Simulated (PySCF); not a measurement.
System: C₄H₁₂Si (charge 0, singlet). 
Structure (B3LYP-D3(BJ)/def2-TZVP (Ansatz) minimum search):
```xyz
17

Si     0.0000     0.0000     0.0000
C     -1.1396    -0.5879     1.3747
C      1.1691     1.3098     0.6723
C      0.9968    -1.4542    -0.6525
C     -1.0263     0.7324    -1.3945
H     -0.5712    -1.0198     2.2018
H     -1.7338     0.2368     1.7754
H     -1.8328    -1.3516     1.0140
H      1.7807     0.9134     1.4863
H      1.8458     1.6721    -0.1051
H      0.6181     2.1700     1.0599
H      1.6052    -1.9023     0.1367
H      0.3436    -2.2341    -1.0511
H      1.6704    -1.1436    -1.4547
H     -1.7173    -0.0066    -1.8069
H     -1.6183     1.5818    -1.0456
H     -0.3905     1.0839    -2.2106
```

Dispersion corrections to the total energy (kcal/mol) from the dftd3 and dftd4 libraries through PySCF: D3(BJ) without and D4 with the three-body term, each with the damping fitted for the functional named.

| functional | D3(BJ) | D4 |
|---|---|---|
| PBE | -8.65 | -8.20 |
| BLYP | [?] | -17.66 |
| revPBE | -21.01 | -24.53 |
| B3LYP | -14.84 | [?] |
| HSE06 | -5.91 | -6.51 |
| HF | -61.46 | [?] |
| LC-wPBE | -8.30 | -9.07 |

Problem. What belongs in the gaps?

Solution. 
- BLYP, D3(BJ): -18.06
- B3LYP, D4: -13.01
- HF, D4: -27.61
